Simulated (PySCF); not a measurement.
SMILES Oc1ccccc1S at its GFN2-xTB optimised geometry (Å):

```
14

O     -1.3620    -1.7228     0.0001
C     -0.7029    -0.5243     0.0000
C     -1.3800     0.6852    -0.0002
C     -0.6858     1.8833    -0.0002
C      0.6975     1.8801    -0.0001
C      1.3835     0.6794     0.0000
C      0.6953    -0.5243     0.0000
S      1.5981    -2.0428     0.0001
H     -2.3131    -1.5656    -0.0018
H     -2.4624     0.6827    -0.0003
H     -1.2308     2.8147    -0.0006
H      1.2446     2.8099    -0.0004
H      2.4624     0.6597    -0.0001
H      0.5169    -2.8147    -0.0060
```

Level of theory: PBE0/def2-TZVP (PySCF 2.14.0). Cells within 0.4 Å of a nucleus heavier than hydrogen are left out (blank, or x).

Map of the log10 of the electron density (e/bohr³), floored at −4 on the plane z = 0.0 Å:

```
|0000000000000000000000000000000|
|0000000000000000000000000000000|
|0000000000111100011110000000000|
|0000000012333321223332100000000|
|0000000123455433345543210000000|
|0000000134566654566654310000000|
|0000000235788765678875320000000|
|0000000245799877789975420000000|
|0000001245789988899875421000000|
|000001234578xxx9xxx875432100000|
|000012445678xx999xx876543210000|
|0001235677889888889887765320000|
|00013467889x9876789x98876431000|
|0001346899xxx86668xxx9986431000|
|00013467888x9876789x88876431000|
|0001245677889888899887765321000|
|000013455678xx999xx876544310000|
|000012345678xxx9xxx876543210000|
|0000134567889888888876654210000|
|00001357889x9877788887764320000|
|0000135799xxx8666789x8865421000|
|00001346789x9865678xx9875421000|
|0000023567898766788xx9875421000|
|0000012345676556898888765321000|
|0000001234455456888777654320000|
|0000000012333345666665543210000|
|0000000001112234455444332100000|
|0000000000000122333322211000000|
|0000000000000001111111000000000|
|0000000000000000000000000000000|
|0000000000000000000000000000000|
```
Scale: ten equal steps from -4.00 (start of '0') to -0.215 (end of '9'), in the order '0123456789'; x runs from -5.00 to 5.00, y from -5.00 (bottom) to 5.00 (top).
